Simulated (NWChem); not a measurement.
System: C$_{3}$H$_{6}$OSi; SMILES [SiH3]C1OCC=1

```xyz
11

Si     0.0228    -1.8012     0.0000
C     -0.1150     0.0673     0.0000
C     -1.0576     1.0311     0.0000
C      0.0615     2.0404     0.0000
O      1.0093     0.9161     0.0000
H      0.7516    -2.2686    -1.2082
H      0.7516    -2.2686     1.2082
H     -1.3567    -2.3540     0.0000
H     -2.1365     1.0716     0.0000
H      0.1906     2.6525    -0.8987
H      0.1906     2.6525     0.8987
```
Atoms are numbered in this order, from 1.

Program: NWChem. Pople sets run with spherical d functions. Geometry: optimised at B3LYP/6-31G* (spherical d). Level: B3LYP/6-31G* with SMD (1 M gas to 1 M solution), gas-phase geometry. Reactions with the solvent are ignored.

**Question.** Predict the results for solvent water. Quantities: solvation free energy (kcal/mol); cavity-dispersion-structure term (kcal/mol); dipole in solution (D).

**Answer.** 
```yaml
solvation free energy (kcal/mol): -0.9
cavity-dispersion-structure term (kcal/mol): 3.4
dipole in solution (D): 2.28
```
